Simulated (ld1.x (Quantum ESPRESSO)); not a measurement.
# vanadium, TM: configuration errors across variants

```
Element                 : V (Z = 23)
Generator               : ld1.x (Quantum ESPRESSO) 7.5
Type                    : norm-conserving Troullier–Martins (Kleinman–Bylander form)
Functional              : PBEsol
Relativity              : scalar-relativistic
Frozen core             : [Ar]
Valence charge          : 5
Reference configuration : 3d3 4s2 4p0
Partial waves           : 4p (bound, empty): rc 3.95 bohr; 3d (bound): rc 1.75 bohr; 4s (bound): rc 2.55 bohr
Local potential         : the s channel
Core correction         : a·sin(br)/r model core, default radius (core density twice the valence density)
```

All-electron excitation energies from the reference (eV): (1) 3d3 4s1 4p0 7.750; (2) 3d3 4s0 4p0 21.953; (3) 3d2 4s0 4p0 50.802; (4) 3d4 4s0 4p0 7.164; (5) 3d1 4s0 4p0 96.633; (6) 3d2 4s2 4p1 5.803; (7) 3d3.5 4s1.5 4p0 0.052.

The default core radius of the base comes out at 1.49 bohr.

2 further variants failed, have other tests or another functional or relativity, and are left out.

A true bound ghost makes a file unfit for plane-wave use even where its test errors are small: the radial tests pick states by their node count and pass the ghost by.

Errors AE − PS in meV (a dash: test not solved or not reliable):

| change | (1) | (2) | (3) | (4) | (5) | (6) | (7) | bound ghosts |
| --- | --- | --- | --- | --- | --- | --- | --- | --- |
| base | -6.0 | -46 | -478 | -324 | -1781 | -348 | -59 | none |
| core correction a·sin(br)/r model core inside 0.68 bohr | -6.6 | -49 | -509 | -352 | -2047 | -389 | -64 | none |
| local potential the p channel | -22 | -54 | -554 | -348 | -1878 | -563 | -82 | s |
| wave 4p (bound): rc 3.95 bohr becomes 4p (bound): rc 3.76 bohr | -6.0 | -46 | -478 | -324 | -1781 | -353 | -59 | none |
| wave 4s (bound): rc 2.55 bohr becomes 4s (bound): rc 3.72 bohr | -6.0 | -114 | -900 | -206 | -2613 | -217 | -36 | none |
| type ultrasoft; waves now 4s (bound): rcut 2.20, rcutus 2.55 bohr; 4s channel at 0.95 Ry: rcut 2.20, rcutus 2.55 bohr; 4p (bound): rcut 3.45, rcutus 3.95 bohr; 4p channel at 1 Ry: rcut 3.45, rcutus 3.95 bohr; 3d (bound): rcut 1.50, rcutus 1.75 bohr; 3d channel at 4 Ry: rcut 1.50, rcutus 1.75 bohr; local potential all-electron potential smoothed inside 2.50 bohr (lloc = -2); augmentation PSQ, inside the norm-conserving radii | -3.4 | -27 | -482 | -128 | -2231 | -249 | -27 | none |
| wave 3d (bound): rc 1.75 bohr becomes 3d (bound): rc 2.10 bohr | -4.7 | -40 | -405 | -251 | -1205 | -251 | -47 | none |
| wave 4s (bound): rc 2.55 bohr becomes 4s (bound): rc 1.92 bohr | -1.9 | -30 | -552 | -249 | -1994 | -240 | -45 | none |
| wave 3d (bound): rc 1.75 bohr becomes 3d (bound): rc 1.40 bohr | -7.0 | -51 | -526 | -371 | -2170 | -413 | -67 | none |

Question: Give the same row for: all radii but the core radius scaled by about 1.04 (s 2.66, p 4.10, d 1.82 bohr).

Answer: -5.7, -45, -479, -312, -1735, -328, -57; bound ghosts: none.
